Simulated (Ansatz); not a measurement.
A calculation with Ansatz (development build ahead of 0.2.0).

```yaml
crystal:
  periodic: [false, false, false]
  atoms:
    - { symbol: Mn, position_ang: [0.0, 0.0, 0.0] }
    - { symbol: Cl, position_ang: [0.0, 2.16, 0.0] }
    - { symbol: Cl, position_ang: [0.0, -2.16, 0.0] }
basis:
  gaussian: { orbitals: pcseg-2 }
magnetization:
  spin_polarized: true
  initial_magnetization: 5
hamiltonian:
  xc: hf
```

The input is written out in the form of the current development build from the run's settings.

The run gave:

| Quantity | Value |
| --- | --- |
| Converged | yes |
| Total energy | -2069.02959 hartree |
| Spin squared of the determinant | 8.769 |
| Stability test | minimum |

Caution: other spin multiplicities were not run.
